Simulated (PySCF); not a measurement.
**Fractional electron number in Cr⁺ (chromium, charge +1)**

The 3d alpha orbital of [Ar] 3d5 is emptied in steps (occupation f), with all orbitals relaxed, ending at [Ar] 3d4. All numbers are calculated (PySCF 2.14, scalar relativity by spin-free X2C-1e, in aug-cc-pVTZ-DK (8s7p5d3f2g, 93 functions)). The exact energy is a straight line in f; departures are measured from the line between the end points of the same method.

| f | HSE06 (eV) |
| --- | --- |
| 1 | 0.000 |
| 0.8 | -0.741 |
| 0.6 | -1.127 |
| 0.4 | -1.141 |
| 0.2 | -0.769 |
| 0 | 0.000 |

Problem. For HSE06, how does the orbital energy at f = 1 compare with the removal energy?

Solution. −ε = 12.243 eV against a total-energy difference of 16.809 eV. By Janak's theorem ε = ∂E/∂f, so the gap between them reflects the curvature. Along the path −ε is 13.977 (f = 0.8), 15.797 (f = 0.6), 17.692 (f = 0.4), 19.650 (f = 0.2) eV.

Reference removal energy between the ground levels: 16.486 eV (measured; NIST Atomic Spectra Database, ionization energies). The calculation has no spin-orbit coupling. The determinant left behind need not be the lowest term of the ion.
